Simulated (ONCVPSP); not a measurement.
# arsenic (As), ONCV: configuration errors across variants

| Property | Result |
| --- | --- |
| Element | arsenic |
| Generator | ONCVPSP 4.0.1 |
| Type | optimised norm-conserving Vanderbilt (ONCV) |
| Functional | PBE |
| Relativity | scalar-relativistic |
| Frozen core | [Ar] 3d10 |
| Valence charge | 5 |
| Reference configuration | 4s1.5 4p3.5 |
| Partial waves | 4s: rc 1.45 bohr, ncon 4, nbas 8, qcut 3.9 1/bohr, 2 projectors, debl 3.8 Ha; 4p: rc 1.55 bohr, ncon 3, nbas 7, qcut 5.2 1/bohr, 3 projectors, debl 2.7 Ha |
| Local potential | polynomial inside 1.10 bohr (lpopt 4, dvloc0 0 Ha) |
| Core correction | polynomial model core, fcfact 0.55 |

All-electron excitation energies from the reference (eV): (1) 4s2 4p3 -4.679; (2) 4s2 4p2 4.470; (3) 4s2 4p1 22.388; (4) 4s2 4p2.5 -1.124.

1 further variants failed, have other tests or too few solved ones, and are left out.

A true bound ghost makes a file unfit for plane-wave use even where its test errors are small: the radial tests pick states by their node count and pass the ghost by.

Errors AE − PS in meV (a dash: test not solved or not reliable):

| change | (1) | (2) | (3) | (4) | bound ghosts | GHOST(+) flags above zero |
| --- | --- | --- | --- | --- | --- | --- |
| base | -1.7 | -2.9 | -18 | -1.6 | p | s, p |
| local potential polynomial inside 1.40 bohr (lpopt 4, dvloc0 0 Ha) | -1.7 | -2.9 | -18 | -1.6 | p | s, p |
| p: ncon 4, nbas 8 | -1.5 | -2.5 | -18 | -1.3 | p | s, p |
| s: qcut 4.4 | -1.5 | -2.8 | -18 | -1.5 | p | s, p |

(1) Give the same row for: s: debl 0.75.

## Answers

(1) -1.7, -3.0, -19, -1.6; bound ghosts: p; GHOST(+) flags above zero: s, p.
